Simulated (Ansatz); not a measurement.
Ideal-gas functions of ClGaGeH₄ (`[Cl][GaH][GeH3]`) at 500 K and 1 bar, from an Ansatz frequency run at PBE0-D4/def2-TZVP.

Molar mass 181.82 g/mol, point group Cs (symmetry number 1), electronic degeneracy 1, moments of inertia 70.622, 408.532, 472.894 u Å². Harmonic wavenumbers (cm⁻¹, unscaled): 19, 84, 253, 334, 407, 439, 478, 614, 785, 879, 881, 1984, 2143, 2154, 2155.

Use S(trans) = R[1.5 ln M + 2.5 ln T − 1.1517]; rotational temperatures θ = 24.2544 K / I; S(rot) = R[ln(√π/σ · √(T³/θAθBθC)) + 1.5]; for each mode x = 1.438777 ν̃/T, S = R[x/(eˣ − 1) − ln(1 − e⁻ˣ)] and H = RT x/(eˣ − 1); 1 cm⁻¹ = 0.0119627 kJ/mol; R = 8.31446 J/(mol·K).

Q: By hand: the entropy, in J/(mol·K).

A: Translation 184.5. Rotation: θ = 0.3434, 0.0594, 0.0513 K, giving 123.3. Vibration, mode by mode: 32.48, 20.14, 11.13, 8.96, 7.46, 6.90, 6.29, 4.59, 3.11, 2.51, 2.50, 0.19, 0.13, 0.12, 0.12, in all 106.6. Electronic 0.0. Sum 414.4 J/(mol·K).

Q: By hand: H − E and G − E in kJ/mol, counted from the electronic energy.

A: Zero-point energy ½ × 13609 × 0.0119627 = 81.4; thermal vibration 23.9; translation, rotation and pV give 4 RT = 16.6. H − E = 121.9 kJ/mol, and G − E = 121.9 − 500 × 414.4/1000 = -85.3 kJ/mol.

Vibration gives 26 % of the entropy, 52.6 J/(mol·K) of it from the modes under 150 cm⁻¹: soft modes count most, and the harmonic formula is weakest for them.
